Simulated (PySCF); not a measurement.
# Polarisability and C₆ of Ba³⁶⁺ (barium, charge +36)

[Ar] 3d2, high-spin 3F determinant. All numbers are calculated (PySCF 2.14, scalar relativity by spin-free X2C-1e, in an even-tempered Gaussian basis (18 s from 6.2 bohr⁻², ratio 2.5; 12 p from 8.1 bohr⁻², ratio 2.5; 7 d from 8.1 bohr⁻², ratio 2.5; 4 f from 28 bohr⁻², ratio 2.7; 3 g from 43 bohr⁻², ratio 2.7)). Coupled (time-dependent) response in atomic units; α is the mean over directions.

```json
{"method": "UHF", "mean α (bohr³)": "0.01181", "C₆ (like pair)": "0.001548", "S(−4)": "9.297e-05"}
{"method": "PBE0", "mean α (bohr³)": "0.01177", "C₆ (like pair)": "0.001540", "S(−4)": "9.297e-05"}
```

S(−4) is the Cauchy moment in α(ω) = α(0) + S(−4) ω² + …

Spin-orbit coupling is absent.

α(iu) at UHF:

```tsv
u (hartree)	α(iu) (bohr³)
0	0.01181
1.00	0.01172
2.00	0.01145
4.00	0.01052
6.00	0.009336
8.00	0.008150
10.0	0.007103
15.0	0.005222
20.0	0.004105
30.0	0.002917
50.0	0.001845
```

A single London oscillator, α(iu) = α/(1 + u²/ω²), gives C₆ = (3/4) ω α². Matching the computed C₆ needs ω = 4 × 0.001548 / (3 × 0.01181²) = 14.8 hartree.

For an ion, C₆ is the dispersion term alone; charge-induced terms of lower order in 1/R come first.

Spin-orbit coupling is strong in this species (close to jj coupling), so the high-spin LS determinant is a model state, not a physical level.
